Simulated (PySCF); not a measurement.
# Löwdin shares of the frontier orbitals

Species: (Cl2Al-mu-Br)2.
Geometry (PBE0-D3(BJ)/def2-SVP, Å), atoms numbered from 1 in this order:
```xyz
8
Al2Br2Cl4 angstrom
Al     1.3858    0.5892   -0.7341
Cl     1.6435    2.6510   -0.9169
Cl     2.8092   -0.7699   -1.4212
Br     0.8256    0.0389    1.5623
Al    -1.3516   -0.6100    0.7128
Cl    -2.7838    0.7366    1.4088
Cl    -1.5928   -2.6755    0.8851
Br    -0.7976   -0.0459   -1.5806
```

Computed, not measured: TDDFT wB97X-D/def2-SVPD, vertical, gas phase, core orbitals frozen in the response in PySCF 2.14.0, density-fitted response routines. The wB97X-D/def2-SVPD calculation is non-relativistic and has no spin–orbit coupling, an omission that weighs most on bromine.

Frontier orbitals with the atoms that hold most of them (Löwdin shares over 4%, at most four atoms; ? is withheld):

```json
{"orbital": "HOMO-3", "ε (eV)": "-11.55", "atoms": "Cl7 21%, Cl2 21%, Cl6 18%, Cl3 17%"}
{"orbital": "HOMO-2", "ε (eV)": "-11.48", "atoms": "Cl3 25%, Cl6 24%, Cl2 24%, Cl7 23%"}
{"orbital": "HOMO-1", "ε (eV)": "-11.32", "atoms": "Cl6 18%, Cl3 18%, Br8 17%, Br4 17%"}
{"orbital": "HOMO", "ε (eV)": "-11.25", "atoms": "?"}
{"orbital": "LUMO", "ε (eV)": "?", "atoms": "?"}
{"orbital": "LUMO+1", "ε (eV)": "0.35", "atoms": "Br8 25%, Br4 25%, Al5 14%, Al1 14%"}
{"orbital": "LUMO+2", "ε (eV)": "1.00", "atoms": "Br4 19%, Br8 19%, Al1 14%, Al5 14%"}
```

Q: Which atoms hold the LUMO, and with what shares?

A: Al1 (bonded to 2 Br and 2 Cl) 23%; Al5 (bonded to 2 Br and 2 Cl) 23%; Br8 (bonded to 2 Al) 13%; Br4 (bonded to 2 Al) 13%. By element: aluminium 46%, bromine 26%.

Q: Which atoms hold the HOMO, and with what shares?

A: Cl6 (bonded to Al) 20%; Cl3 (bonded to Al) 20%; Cl7 (bonded to Al) 19%; Cl2 (bonded to Al) 18%.

Q: What is the LUMO energy, and the HOMO–LUMO gap?

A: ε(LUMO) = 0.21 eV; the gap is 11.46 eV (0.4210 hartree).

Q: How does S1 compare with the orbital gap of 11.46 eV?

A: S1 is at 7.23 eV (f = 0.0000), 4.23 eV below the gap, made of HOMO-1→LUMO+1 (78%), HOMO-9→LUMO+1 (10%). Its leading pair isn't HOMO and LUMO; the energies of that pair differ by 11.67 eV. 

Q: Give energy, strength and leading configuration of S1 and S4, and follow the Löwdin shares of the leading atoms from the occupied to the empty orbital.

A: 
- S1 (7.23 eV, f 0.0000), HOMO-1→LUMO+1 (78%): Cl6 18% → at most 14%, Cl3 18% → at most 14%, Br8 17% → 25%, Br4 17% → 25%
- S4 (7.37 eV, f 0.0000), HOMO-1→LUMO (71%): Cl6 18% → at most 13%, Cl3 18% → at most 13%, Al1 at most 17% → 23%, Al5 at most 17% → 23%

Löwdin shares depend on the basis, the more so with diffuse functions.

One conformer stands for the species.
